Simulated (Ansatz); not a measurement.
Species: SiH3Se, charge 0, doublet. SiH3Se (SMILES [SiH2][SeH], doublet).
B3LYP-D3(BJ)/def2-TZVP minimum from Ansatz (a quantum-chemistry and plane-wave program):
```xyz
5

Si    -1.4325    -0.6097    -0.0189
Se     0.6673     0.3045     0.0523
H     -2.3477     0.5614    -0.0206
H     -1.6186    -1.4009    -1.2668
H      1.3342    -0.9779    -0.2263
```
Charge 0, spin multiplicity 2.

Atomisation energy term by term, kcal/mol (programs: Ansatz). UHF or UKS for unpaired electrons; spin-orbit terms are left out. Cores are frozen in correlated methods (noble-gas shells, and filled d and f shells in the p block). No relativity. CBS(X,Y): correlation extrapolated as X^-3, Hartree-Fock from the larger set. A bracket is a step between two methods taken in the basis named. Where a partner has so few electrons that a lower coupled-cluster level is exact, that level stands in.

```csv
term,basis,kcal/mol
Hartree-Fock,def2-QZVPP,213.90
CCSD correlation,"CBS(def2-TZVPP,def2-QZVPP)",75.90
(T),"CBS(def2-TZVPP,def2-QZVPP)",4.37
CCSDT(Q) - CCSD(T),def2-TZVPP,0.26
sum: De,,294.4
```

The step beyond CCSD(T) by other levels: CCSDT(Q) in def2-SVP 0.44 kcal/mol.
